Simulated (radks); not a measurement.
The numbers below are computed, except where a source is named.
Effect of the nuclear size on the titanium ion Ti12+, [Ne]. Level of theory: Dirac Kohn-Sham, PBE, spin-unpolarised, spherical densities, finite nucleus; Fermi nuclear charge, rms radius 3.5921 fm (a radial shooting solver on a logarithmic mesh with Libxc functionals). The rms radius is varied about that value; shifts are against it.

| rms radius (fm) | total energy shift (eV) | density at nucleus (e/bohr^3) | 1s1/2 shift (meV) | 2s1/2 shift (meV) | 2p1/2 shift (meV) | 2p3/2 shift (meV) | 3s1/2 (empty) shift (meV) |
|---|---|---|---|---|---|---|---|
| 3.2077 | -0.00981 | 8457 | -4.20 | -0.369 | 0.038 | 0.039 | -0.080 |
| 3.4448 | -0.00389 | 8438 | -1.66 | -0.146 | 0.015 | 0.015 | -0.032 |
| 3.5921 | 0 | 8427 | 0.000 | 0.000 | 0.000 | 0.000 | 0.000 |
| 3.84 | 0.00690 | 8410 | 2.95 | 0.259 | -0.027 | -0.027 | 0.056 |
| 4.174 | 0.0169 | 8388 | 7.23 | 0.635 | -0.066 | -0.067 | 0.137 |

Slopes of the eigenvalues against <r^2> in GHz/fm^2, as finite differences over the two radii next to the reference (eigenvalue slopes, not the field-shift constants of lines): 1s1/2 387, 2s1/2 34.1, 2p1/2 -3.55, 2p3/2 -3.60, 3s1/2 (empty) 7.36.
